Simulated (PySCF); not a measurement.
Ligand exchange on a metal centre used in film growth or etching (Zn NH2-SH). Isolated molecules, 0 K electronic values unless said otherwise. One relaxed conformer stands for each flexible species; it need not be the lowest.

The HOMO from two functionals at the same geometries (TPSS-D3(BJ)/def2-SVP), both in PySCF: PBE-D3(BJ)/def2-TZVP and B3LYP-D3(BJ)/def2-TZVP. B3LYP has the VWN-RPA correlation part, as in Gaussian. 

```csv
species,PBE-D3(BJ)/def2-TZVP (eV),B3LYP-D3(BJ)/def2-TZVP (eV)
0 of 2 NH2 replaced by SH ([Zn(NH2)2]),-5.51,-6.61
1 of 2 NH2 replaced by SH ([Zn(NH2)(SH)]),-5.88,-6.96
2 of 2 NH2 replaced by SH ([Zn(SH)2]),-6.31,-7.25
```

Over these rows, drawn at random from the members with no instability flagged (it was tested for open shells, ions and some series alone), PBE minus B3LYP-D3(BJ): mean +1.04 eV, from +0.94 eV to +1.10 eV.
